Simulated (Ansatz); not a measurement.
Program: Ansatz. Geometries: PBE0-D4/def2-TZVP. ΔE: electronic, gas phase. CCSD(T)/CBS is the MP2 limit (def2-TZVPP, def2-QZVPP) plus CCSD(T) − MP2 in def2-TZVPP, frozen cores. Functionals use def2-TZVPP. def2 core potentials past Kr. For Te outer-core shells are correlated without core-valence functions, which leaves a few kJ/mol of doubt a bond.

Reaction (redistribution): `[SiH3]C(Cl)[TeH]` + `ClB1CS1` → `[TeH]B1CS1` + `[SiH3]C(Cl)Cl`

`[SiH3]C(Cl)[TeH]`:

Cartesian coordinates in Å:
```
Si 0.209 -1.037 0.370
C 0.231 0.846 0.268
Cl 1.758 1.378 -0.492
Te -1.539 1.598 -0.684
H 1.454 -1.513 1.026
H -0.974 -1.461 1.162
H 0.125 -1.578 -1.009
H 0.200 1.290 1.264
H -1.464 0.477 -1.904
```

`ClB1CS1`:

```xyz
6

Cl    2.118   -0.887   -0.865
B     0.801   -0.104   -0.093
C    -0.715    0.022    0.012
S     0.385    1.088    1.102
H    -1.304   -0.706    0.563
H    -1.286    0.587   -0.719
```

`[TeH]B1CS1`:

```xyz
7

Te    1.068   -1.839   -1.146
B     0.020   -0.103   -0.598
C    -0.486    0.834    0.503
S    -0.875    1.242   -1.267
H     1.439   -2.242    0.420
H    -1.353    0.571    1.101
H     0.186    1.537    0.986
```

`[SiH3]C(Cl)Cl`:

Cartesian coordinates in Å:
```
Si 0.024 0.298 0.934
C 0.001 -0.140 -0.912
Cl -1.588 -0.808 -1.340
Cl 1.310 -1.288 -1.263
H 1.347 0.888 1.256
H -1.054 1.283 1.193
H -0.201 -0.951 1.695
H 0.160 0.719 -1.562
```

| level | ΔE (eV) |
| --- | --- |
| PBE | 0.49 |
| HF/def2-QZVPP | 0.53 |

(1) What does CCSD(T)/CBS give? (Estimate.)

Largest T1 diagnostic among the species: 0.014.

## Answers

(1) The calculation gave: +0.55 eV. The listed levels differ from it by -0.06, -0.02 eV.

The D4 term adds +0.03 eV with B3LYP and +0.02 eV with PBE0; it sums over pairs of atoms, weighted by their polarisabilities, and B3LYP, whose exchange is more repulsive, gets the larger term.

B3LYP here is the variant with VWN-RPA as its local correlation; programs differ in this.
